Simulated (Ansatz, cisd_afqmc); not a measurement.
Species: As, charge 0, quartet.

Total energies in cc-pVQZ-DK, 5 correlated electrons, 14 frozen orbitals. Radicals and triplets start from unrestricted determinants; spin-orbit coupling is neglected. The -DK rows use spin-free X2C. AFQMC/CISD: phaseless, guided by CISD from CCSD amplitudes; bars are statistical, one sigma. Outlying blocks are dropped, and bars are widened where a walk drifts. Over all cases where full CI ran beside it in this data, AFQMC minus full CI had a median of +0.1 mEh and passed +0.4 mEh in a tenth of the cases.

```json
[
 {"method": "HF", "program": "Ansatz", "energy (Eh)": "-2259.03550", "minus CCSDTQ (mEh)": "92.48"},
 {"method": "MP2", "program": "Ansatz", "energy (Eh)": "-2259.11161", "minus CCSDTQ (mEh)": "16.37"},
 {"method": "CCSD", "program": "Ansatz", "energy (Eh)": "-2259.12406", "minus CCSDTQ (mEh)": "3.92"},
 {"method": "CCSD(T)", "program": "Ansatz", "energy (Eh)": "-2259.12734", "minus CCSDTQ (mEh)": "0.64"},
 {"method": "CCSDT(Q)", "program": "Ansatz", "energy (Eh)": "-2259.12796", "minus CCSDTQ (mEh)": "0.01"},
 {"method": "CCSDTQ", "program": "Ansatz", "energy (Eh)": "-2259.12797", "minus CCSDTQ (mEh)": "0.00"},
 {"method": "AFQMC/CISD", "program": "cisd_afqmc", "energy (Eh)": "-2259.1278 ± 0.0001", "minus CCSDTQ (mEh)": "0.1 ± 0.1"}
]
```

Ansatz is a first-principles code.
